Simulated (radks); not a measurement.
The numbers below are computed, except where a source is named.
Question: Ionisation of V, [Ar] 3d3 4s2, to V+, [Ar] 3d4, under several functionals. Scalar-relativistic Kohn-Sham, spin-polarised, spherical densities, finite nucleus; open shells are filled with parallel spins first; a radial shooting solver on a logarithmic mesh with Libxc functionals. The NIST Atomic Spectra Database gives 6.746 eV (measured). Rank these functionals by the error of their Delta-SCF ionisation energy: r2SCAN; exchange-only LDA; LDA (Slater exchange, VWN5 correlation); SOGGA; B86b exchange with PBE correlation; revPBE; HCTH/407.

Answer: From best to worst: LDA (Slater exchange, VWN5 correlation) 6.238 eV (-0.508); HCTH/407 6.173 eV (-0.573); B86b exchange with PBE correlation 5.974 eV (-0.772); revPBE 5.860 eV (-0.887); SOGGA 5.756 eV (-0.990); r2SCAN 5.553 eV (-1.193); exchange-only LDA 5.304 eV (-1.443). Open shells are spherical and high-spin; term and fine-structure splittings are not resolved.
